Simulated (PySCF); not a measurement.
Frontier orbitals and the lowest excitations

C7H9NO.
Structure used (PBE0-D3(BJ)/def2-SVP), in Å, numbered top down from 1:
```
atom  x, y, z in Å
N1     1.6803   -0.5072   -2.6387
C2     1.8044   -0.3753   -1.4956
C3     1.9357   -0.2136   -0.0514
C4     0.5975   -0.0741    0.6871
C5    -0.3838   -1.2446    0.4569
C6    -1.3113   -0.8192   -0.6964
C7    -1.3078    0.6853   -0.6201
O8    -1.4975    1.1837    0.6957
C9    -0.1784    1.1316    0.1992
H10    2.5685    0.6706    0.1336
H11    2.4900   -1.0827    0.3375
H12    0.8380    0.0273    1.7579
H13   -0.9772   -1.3880    1.3697
H14    0.1373   -2.1925    0.2544
H15   -2.3227   -1.2414   -0.5922
H16   -0.9176   -1.1266   -1.6774
H17   -1.7238    1.2983   -1.4274
H18    0.3247    2.0957    0.0523
```

Method used: TDDFT CAM-B3LYP/def2-SVPD, vertical, gas phase, core orbitals frozen in the response in PySCF.

Frontier orbitals with the atoms that hold most of them (Löwdin shares over 4%, at most four atoms; ? is withheld):

```csv
orbital,ε (eV),atoms
HOMO-3,-10.96,"N1 40%, C2 30%, C3 9%, H11 4%"
HOMO-2,-10.84,"N1 29%, C2 21%, C3 8%, C5 8%"
HOMO-1,-9.95,?
HOMO,-9.41,"O8 57%, C9 10%, C7 9%, C4 6%"
LUMO,0.92,?
LUMO+1,1.56,"C2 20%, N1 18%, H11 12%, C3 12%"
LUMO+2,1.63,"C2 20%, N1 16%, C3 6%, H17 6%"
```

Question: Give the leading atoms of the HOMO-1.

Answer: O8 (bonded to 2 C) 24%; C9 (bonded to 2 C, O and H) 18%; C7 (bonded to 2 C, O and H) 18%; C6 (bonded to 2 C and 2 H) 8%. By element: carbon 45% or more, oxygen 24%.

Question: Which atoms hold the LUMO, and with what shares?

Answer: C3 (bonded to 2 C and 2 H) 18%; H10 (bonded to C) 13%; H11 (bonded to C) 12%; C2 (bonded to C and N) 12%. By element: carbon 30% or more, hydrogen 25% or more.

Question: How does S1 compare with the orbital gap of 10.33 eV?

Answer: S1 is at 7.56 eV (f = 0.0009), 2.77 eV below the gap, made of HOMO→LUMO (15%), HOMO-3→LUMO+5 (14%), HOMO-3→LUMO (11%). 

Next come S2 at 7.72 eV (f 0.0032), HOMO→LUMO (51%), HOMO→LUMO+1 (9%); S3 at 7.88 eV (f 0.0025), HOMO-3→LUMO+1 (12%), HOMO-2→LUMO+1 (11%), HOMO-1→LUMO (10%); S4 at 7.93 eV (f 0.0013), HOMO-2→LUMO+2 (10%), HOMO-3→LUMO+1 (9%), HOMO-2→LUMO+1 (9%); S5 at 8.10 eV (f 0.0029), HOMO→LUMO+1 (26%), HOMO→LUMO (20%), HOMO→LUMO+3 (9%).

One conformer stands for the species.
